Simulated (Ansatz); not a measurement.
Consider the cleavage of the Si–Si bond: `N[Si@H](F)[Si@@H](N)F` + `[NH2][GeH2][NH2]` → `[NH2][GeH2][NH][SiH](N)F` + `N[SiH2]F`.

Computed with Ansatz on PBE0-D4/def2-TZVP structures; ΔE is electronic, products minus reactants. CBS: MP2 limit from def2 TZ/QZ plus the TZ coupled-cluster correction, frozen cores. For Ge outer-core shells are correlated without core-valence functions, which leaves a few kJ/mol of doubt a bond. Scalar relativity is left out up to krypton. One conformer a species, not always the lowest.

`N[Si@H](F)[Si@@H](N)F`:

Z-matrix (Å, degrees):
```
Si
F 1 1.610
Si 1 2.343 2 109.0
N 1 1.704 2 114.5 3 118.4
H 1 1.484 2 105.4 3 -124.4
N 3 1.700 1 107.4 2 -165.8
F 3 1.616 1 105.4 2 72.4
H 3 1.483 1 117.5 2 -44.8
H 4 1.007 1 121.9 2 77.3
H 4 1.008 1 120.7 2 -73.6
H 6 1.007 3 121.6 1 -40.2
H 6 1.007 3 122.5 1 163.6
```

`[NH2][GeH2][NH2]`:

Cartesian coordinates in Å:
```
N 0.601 -0.281 -1.390
Ge -0.156 -0.501 0.264
N -0.312 1.209 0.902
H 0.027 0.227 -2.049
H 0.939 -1.127 -1.825
H 0.806 -1.444 1.024
H -1.590 -1.079 0.303
H -0.882 1.310 1.729
H 0.568 1.685 1.042
```

`[NH2][GeH2][NH][SiH](N)F`:

Z-matrix (Å, degrees):
```
Ge
N 1 1.833
N 1 1.848 2 106.6
H 1 1.543 2 105.6 3 121.8
H 1 1.535 2 113.0 3 -115.4
Si 2 1.704 1 126.5 3 59.5
H 2 1.008 1 115.2 3 -119.8
H 3 1.011 1 113.8 2 -159.6
H 3 1.011 1 114.2 2 75.0
N 6 1.690 2 106.3 1 -21.2
F 6 1.604 2 114.3 1 96.3
H 6 1.483 2 108.7 1 -149.6
H 10 1.010 6 120.9 2 -26.6
H 10 1.004 6 124.2 2 158.6
```

`N[SiH2]F`:

```xyz
7

N     0.478   -0.906   -0.218
Si   -0.367    0.540    0.042
F     0.146    1.399    1.297
H     1.388   -0.922   -0.649
H     0.315   -1.727    0.341
H    -1.779    0.208    0.330
H    -0.181    1.407   -1.143
```

```json
{"species": "`N[Si@H](F)[Si@@H](N)F`", "MP2/CBS(def2) energy (Eh)": "-890.88629"}
{"species": "`[NH2][GeH2][NH2]`", "MP2/CBS(def2) energy (Eh)": "-2189.10171"}
{"species": "`[NH2][GeH2][NH][SiH](N)F`", "MP2/CBS(def2) energy (Eh)": "-2633.99934"}
{"species": "`N[SiH2]F`", "MP2/CBS(def2) energy (Eh)": "-446.03487"}
```

**Question.** Work out ΔE.

**Answer.** ΔE = (-2633.99934) + (-446.03487) − (-890.88629) − (-2189.10171) = -0.04621 Eh = -121.3 kJ/mol. CCSD(T)/CBS gives -113.9 kJ/mol.

Largest T1 diagnostic among the species: 0.012.

The D4 term adds −5.3 kJ/mol with B3LYP and −2.8 kJ/mol with PBE0; it sums over pairs of atoms, weighted by their polarisabilities, and B3LYP, whose exchange is more repulsive, gets the larger term. From PBE to PBE0 (25 % exact exchange), in def2-TZVPP and without D4, ΔE moves by −10.7 kJ/mol.

B3LYP here is the variant with VWN-RPA as its local correlation; programs differ in this.
